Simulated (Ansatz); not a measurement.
Frontier orbitals of AlH₁₈N₃Si₆, SMILES `[SiH3][N]([SiH3])[Al]([N]([SiH3])[SiH3])[N]([SiH3])[SiH3]`.

Cartesian coordinates in Å:
```
Si -2.0227 1.9152 1.1473
N -0.3488 1.4732 1.0055
Si 0.8158 2.3696 1.9219
Al 0.0522 0.0478 0.0135
N -1.2491 -1.1437 -0.3152
Si -1.8394 -1.2970 -1.9326
Si -1.8570 -2.0887 0.9984
N 1.6674 -0.2662 -0.6717
Si 2.0447 -1.8955 -1.1408
Si 2.8325 0.9724 -1.0006
H -2.1046 3.3003 1.6862
H -2.6861 1.8718 -0.1835
H -2.7668 1.0082 2.0630
H 1.0422 3.7317 1.3703
H 2.1048 1.6257 1.9130
H 0.3607 2.5142 3.3320
H -1.1013 -0.3033 -2.7650
H -3.2951 -0.9981 -2.0090
H -1.6169 -2.6580 -2.4893
H -1.0815 -1.7026 2.2127
H -3.3029 -1.8463 1.2481
H -1.6677 -3.5438 0.7519
H 1.3749 -2.2827 -2.4120
H 3.5169 -2.0068 -1.3303
H 1.6172 -2.8524 -0.0850
H 2.1790 2.2988 -0.8319
H 4.0092 0.8968 -0.0949
H 3.3224 0.8594 -2.4019
```

Charge 0, multiplicity 1. Geometry: relaxed with PBE0-D4/def2-TZVP. It is one conformer, not always the lowest. Basis def2-TZVPP, the Gaussian-basis code of Ansatz.

Orbital energies of one run (eV). Highest occupied ones, from the top: -10.47, -10.55, -10.76, -11.94, -11.99, -12.14, -12.26, -12.42, -12.43, -12.56, -12.69, -12.81, -13.62, -13.68. Empty: 1.06, 1.85, 2.21, 2.36, 2.37, 2.80.

Task: Which functional gave them?
A. BHLYP
B. LDA (SPW92)
C. LC-ωPBE
D. B97M-V

Result: C. HOMO energies: LC-ωPBE -10.47, LDA (SPW92) -6.60, BHLYP -8.96, B97M-V -7.01 eV.

LC-ωPBE has ω = 0.4 bohr⁻¹.
